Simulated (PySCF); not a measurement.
Molecule: `C1CCCNCC1`, C6H13N.

Bonds (- single, = double, # triple, : aromatic): C1-C2, C2-C3, C3-C4, C4-N5, N5-C6, C6-C7, C7-C1. C1 carries H8, H9; C2 carries H10, H11; C3 carries H12, H13; C4 carries H14, H15; N5 carries H16; C6 carries H17, H18; C7 carries H19, H20.

Frames of a GFN2-xTB Langevin trajectory at 300 K; GIAO PBE0/pcSseg-1 shieldings in PySCF, gas phase, non-relativistic; equivalent atoms averaged within each frame.

Chemical shifts δ = σref − σ; 13C (186.93 ppm) and 1H (31.72 ppm) against TMS; 15N (267.73 ppm) vs NH3, all at this level. The references are static minima.

Task: How do the shifts (ppm) fluctuate along the trajectory?

Result: 
```tsv
time (fs)	C4/C6	C3/C7	C1/C2	N5	H14/H15/H17/H18	H8/H9/H10/H11	H12/H13/H19/H20	H16
optimised geometry	56.8	35.5	29.2	49.5	2.90	1.67	1.57	0.95
250	57.5	40.3	36.1	43.5	2.79	2.62	2.11	0.84
425	54.6	31.9	23.4	55.2	3.31	1.44	1.22	1.14
625	55.6	40.9	29.2	39.2	3.20	1.90	1.88	-0.60
800	55.0	36.6	35.2	53.6	3.16	2.09	1.17	1.22
1000	50.8	37.8	32.4	40.1	2.77	1.52	2.28	-0.67
mean of frames	54.7	37.5	31.2	46.3	3.04	1.92	1.73	0.39
standard deviation	2.4	3.6	5.1	7.6	0.25	0.48	0.51	0.94
```

5 frames give an uncertainty of the mean of about the standard deviation over 2.2 at best, since frames this close in time may not be independent; classical motion lacks zero-point vibration, and the reference would need the same averaging.
